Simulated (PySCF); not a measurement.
# Cost of excited-state runs on `InChI=1S/C8H3N/c1-3-5-6-8(4-2)7-9/h1-2,5H`

Atom-mapped SMILES (the numbers label the heavy atoms): `[CH:1]#[C:2][CH:3]=[C:4]=[C:5]([C:6]#[CH:7])[C:8]#[N:9]`. Each H is labelled by its parent atom.

PySCF with density fitting, on 1 thread of an Arm Neoverse V2, shared host. Command: `OMP_NUM_THREADS=1 python excited_run.py task.json out`

**Question.** How long does each of these runs take, and how much memory?
- first hyperpolarisability, CAM-B3LYP/aug-cc-pVDZ; writes grids
- circular dichroism and optical rotation, CAM-B3LYP/aug-cc-pVDZ; 12 states; IEF-PCM dimethylsulfoxide
- circular dichroism and optical rotation, CAM-B3LYP/aug-cc-pVDZ; 12 states; writes grids
- excited states, wB97X-D/def2-TZVP; Tamm-Dancoff; spin-orbit couplings; 6 states; 5 triplets; quadratic response for 4 states; writes grids
- excited states, CAM-B3LYP/aug-cc-pVDZ; two-photon moments; 8 states; quadratic response for 6 states; 0 triplets

**Answer.** 
| run | level | basis functions | wall time | peak memory (GiB) |
| --- | --- | --- | --- | --- |
| first hyperpolarisability | CAM-B3LYP/aug-cc-pVDZ | 234 | 46 s | 0.91 |
| circular dichroism and optical rotation | CAM-B3LYP/aug-cc-pVDZ | 234 | 89 s | 1 |
| circular dichroism and optical rotation | CAM-B3LYP/aug-cc-pVDZ | 234 | 86 s | 1 |
| excited states | wB97X-D/def2-TZVP | 297 | 65 s | 1.1 |
| excited states | CAM-B3LYP/aug-cc-pVDZ | 234 | 52 s | 0.98 |

Times from a shared host are rough.
